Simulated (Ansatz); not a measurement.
Molecule: sum formula ZrOF, charge 0, multiplicity 2. The spin state was set by rule; other spins were not relaxed. 
Coordinates optimised at B3LYP-D3(BJ)/def2-TZVP (Ansatz, an electronic-structure program):
SMILES: [O]=[Zr][F]
```xyz
3

Zr     0.1691    -0.1198     0.2485
O      0.9725    -0.0288    -1.2913
F     -1.6162     0.5582     0.0433
```
Charge 0, spin multiplicity 2.

Total electronic energies in hartree. Valence correlation only, unless marked. Open shells are spin-unrestricted. No spin-orbit coupling. Frozen are the shells of the preceding noble gas and the d and f shells that filled before the atom's block. In def2 rows, elements after Kr have scalar-relativistic effective core potentials. CBS(X,Y): correlation extrapolated as X^-3; Hartree-Fock from the larger set.

| level | program | energy (Eh) |
|---|---|---|
| HF/def2-SVP | Ansatz | -220.75323 |
| RI-HF/def2-TZVPPD | Ansatz | -220.99414 |
| RI-HF/def2-QZVPP | Ansatz | -221.00449 |
| RI-HF/def2-QZVPPD | Ansatz | -221.00474 |
| BLYP/def2-TZVPD | Ansatz | -222.26097 |
| revPBE-D3(BJ)/def2-TZVPD | Ansatz + dftd3 | -222.28260 |
| r2SCAN-D4/def2-TZVPD | Ansatz + dftd4 | -222.23651 |
| PBE0-D3(BJ)/def2-TZVP | Ansatz + dftd3 | -222.09442 |
| PBE0-D4/def2-TZVP | Ansatz + dftd4 | -222.09474 |
| PBE0-D4/def2-TZVPD | Ansatz + dftd4 | -222.09648 |
| PBE0/def2-TZVP | Ansatz | -222.09325 |
| HSE06-D3(BJ)/def2-TZVPD | Ansatz + dftd3 | -222.08801 |
| CAM-B3LYP-D4/def2-TZVPD | Ansatz + dftd4 | -222.19858 |
| B2GP-PLYP-D4/def2-TZVPD | Ansatz + dftd4 | -221.97131 |
| PBE-QIDH/def2-TZVPD | Ansatz | -221.93030 |
| MP2/def2-SVP | Ansatz | -221.24178 |
| RI-MP2/def2-TZVPP | Ansatz | -221.60655 |
| RI-MP2/CBS(def2-TZVPP,def2-QZVPP) | Ansatz | -221.6987 |
| RI-MP2/CBS(def2-TZVPPD,def2-QZVPPD) | Ansatz | -221.6977 |
| SCS-MP2/def2-SVP | Ansatz | -221.21476 |
| SCS-MP2/def2-QZVPP | Ansatz | -221.64166 |
| CCSD/def2-TZVPPD | Ansatz | -221.58586 |
| CCSD(T)/CBS(def2-TZVPP,def2-QZVPP) | Ansatz | -221.7014 |

Totals of different functionals don't rank their quality; only differences between species are comparable.
